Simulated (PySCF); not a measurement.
From one molecule to another.

First species: C8H8O2.
Numbering: `[O:1]=[C:2]([OH:3])[CH2:4][c:5]1[cH:6][cH:7][cH:8][cH:9][cH:10]1` (hydrogens: H11 on O3; H12, H13 on C4; H14 on C6; H15 on C7; H16 on C8; H17 on C9; H18 on C10)

Geometry (PBE0-D3(BJ)/def2-SVP, Å), atoms numbered from 1 in this order:
```xyz
18
C8H8O2 angstrom
O      2.9592    0.8187   -0.6299
C      2.4338   -0.1151   -0.0857
O      2.7414   -0.4976    1.1605
C      1.3320   -0.9578   -0.6821
C     -0.0106   -0.3611   -0.3326
C     -0.5078    0.7283   -1.0559
C     -1.7272    1.3078   -0.7133
C     -2.4626    0.8093    0.3615
C     -1.9692   -0.2695    1.0932
C     -0.7489   -0.8482    0.7497
H      3.4084    0.1288    1.4824
H      1.4807   -0.9651   -1.7701
H      1.4058   -1.9845   -0.2990
H      0.0733    1.1271   -1.8915
H     -2.1059    2.1550   -1.2901
H     -3.4204    1.2621    0.6287
H     -2.5384   -0.6650    1.9380
H     -0.3619   -1.6909    1.3287
```

Second species: C3H11FSi2.
Z-matrix (Å and degrees, PBE0-D3(BJ)/def2-SVP geometry), rows numbered from 1:
```
C 
C   1  1.5252
Si  2  1.8809  1  115.05
C   3  1.9056  2  109.44  1   171.72
F   4  1.4044  3  107.08  2   -59.60
Si  4  1.9000  3  116.28  2    61.87
H   1  1.1013  2  111.58  3  -178.31
H   1  1.1018  2  111.71  3    61.66
H   1  1.1016  2  111.57  3   -58.31
H   2  1.1040  1  110.65  3  -122.98
H   2  1.1043  1  110.92  3   120.09
H   3  1.4982  2  112.07  1   -67.94
H   3  1.4962  2  110.02  1    53.21
H   4  1.1069  3  108.89  2  -176.24
H   6  1.4927  4  110.37  3   -59.37
H   6  1.4928  4  110.06  3  -179.66
H   6  1.4954  4  108.54  3    60.39
```

Levels: B3LYP/def2-SVPD for dipole moment, HOMO energy, LUMO energy, HOMO–LUMO gap, static isotropic polarisability and electronic spatial extent ⟨r²⟩ about the centre of nuclear charge; TDDFT B3LYP/def2-SVPD for lowest singlet excitation; TDA B3LYP/def2-SVPD for lowest triplet excitation (Tamm–Dancoff); ΔSCF B3LYP/def2-SVPD for vertical ionisation energy; PBE0-D3(BJ)/def2-SVP for rotational constant A and rotational constant C. Geometries: PBE0-D3(BJ)/def2-SVP. Each species is one conformer at its optimised geometry, gas phase, non-relativistic unless stated. Electronic properties by PySCF.

The conformers computed, where there is a choice (atom-mapped SMILES and torsion angles):
- `[O:1]=[C:2]([OH:3])[CH2:4][c:5]1[cH:6][cH:7][cH:8][cH:9][cH:10]1`: O1–C2–C4–C5 -89°, C2–C4–C5–C6 80°, H–O3–C2–O1 2°
- `[CH3:1][CH2:2][SiH2:3][C@@H:4]([F:5])[SiH3:6]`: C1–C2–Si3–C4 172°, C2–Si3–C4–F5 -60°

Values for the first species:

```
Dipole moment                                                     : 1.68 D
HOMO energy                                                       : -7.03 eV
LUMO energy                                                       : -0.91 eV
HOMO–LUMO gap                                                     : 6.12 eV
Lowest singlet excitation                                         : 5.24 eV
Lowest triplet excitation (Tamm–Dancoff)                          : 4.06 eV
Static isotropic polarisability                                   : 99.1 au
Vertical ionisation energy                                        : 8.94 eV
Electronic spatial extent ⟨r²⟩ about the centre of nuclear charge : 1547 bohr²
Rotational constant A                                             : 2.912 GHz
Rotational constant C                                             : 0.744 GHz
```

Estimate the same properties for the second species, and the change in each.

```tsv
property	first	second	second less first
dipole moment	1.68 D	1.27 D	-0.41 D
HOMO energy	-7.03 eV	-8.01 eV	-0.98 eV
LUMO energy	-0.91 eV	0.08 eV	+0.99 eV
HOMO–LUMO gap	6.12 eV	8.09 eV	+1.97 eV
lowest singlet excitation	5.24 eV	6.97 eV	+1.73 eV
lowest triplet excitation (Tamm–Dancoff)	4.06 eV	6.46 eV	+2.40 eV
static isotropic polarisability	99.1 au	94.6 au	-4.5 au
vertical ionisation energy	8.94 eV	10.02 eV	+1.08 eV
electronic spatial extent ⟨r²⟩ about the centre of nuclear charge	1547 bohr²	1255 bohr²	-292 bohr²
rotational constant A	2.912 GHz	3.403 GHz	+0.491 GHz
rotational constant C	0.744 GHz	1.036 GHz	+0.292 GHz
```

On the first: No computed singlet falls in the visible range (750 to 380 nm, 1.65 to 3.26 eV); S1 lies 1.98 eV above its blue end. In wavenumbers S1 is 42200 cm⁻¹ (1 eV = 8065.54 cm⁻¹).

On the second: In wavenumbers S1 is 56200 cm⁻¹ (1 eV = 8065.54 cm⁻¹). The principal polarisabilities are 84.0, 89.5 and 110.4 au; their mean is the isotropic value.
